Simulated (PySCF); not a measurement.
Be(H)(SH) (BeH₂S), SMILES [SH][BeH].

Coordinates come from a ωB97X-D3(BJ)/def2-TZVPD optimisation.

These are TDDFT-ωB97X/def2-TZVPD (PySCF 2.14.0) values and carry that method's errors.

Vertical excitations.  State labels are in the subgroup Cs.

**Question.** Estimate the UV-visible absorptions. (Estimate from the structure and the level; the computed values follow.)

**Answer.** 
```tsv
state	symmetry	energy (eV)	λ (nm)	f	main pairs
S1	A"	5.69	218	0.000	HOMO→LUMO 77 %
S2	A"	6.52	190	0.057	HOMO→LUMO+1 67 %, HOMO→LUMO+9 13 %
S3	A'	6.73	184	0.045	HOMO−1→LUMO 42 %, HOMO→LUMO+2 39 %
S4	A'	6.99	177	0.095	HOMO−1→LUMO 39 %, HOMO→LUMO+2 39 %
S5	A"	7.40	167	0.025	HOMO−1→LUMO+2 77 %
S6	A"	7.50	165	0.061	HOMO→LUMO+9 32 %, HOMO→LUMO+1 17 %, HOMO→LUMO+7 14 %, HOMO→LUMO+4 13 %
S7	A'	7.93	156	0.042	HOMO−1→LUMO+1 42 %, HOMO−2→LUMO 26 %, HOMO−2→LUMO+1 7 %, HOMO−1→LUMO+9 7 %
S8	A'	8.35	149	0.234	HOMO−2→LUMO 56 %, HOMO−1→LUMO+1 20 %
S9	A"	8.38	148	0.001	HOMO→LUMO+5 51 %, HOMO→LUMO+4 30 %
S10	A"	8.62	144	0.050	HOMO−2→LUMO+2 29 %, HOMO→LUMO+4 25 %, HOMO→LUMO+3 11 %, HOMO→LUMO+5 9 %
T1	A"	5.49	226	0	HOMO→LUMO 63 %, HOMO→LUMO+4 15 %
T2	A'	6.06	205	0	HOMO→LUMO+2 75 %
T3	A"	6.29	197	0	HOMO→LUMO+1 51 %, HOMO→LUMO+9 19 %, HOMO→LUMO 18 %
T4	A'	6.36	195	0	HOMO−1→LUMO 74 %
```
Triplets are in the Tamm–Dancoff approximation, which puts them higher than full response would, so one can lie above its singlet here.
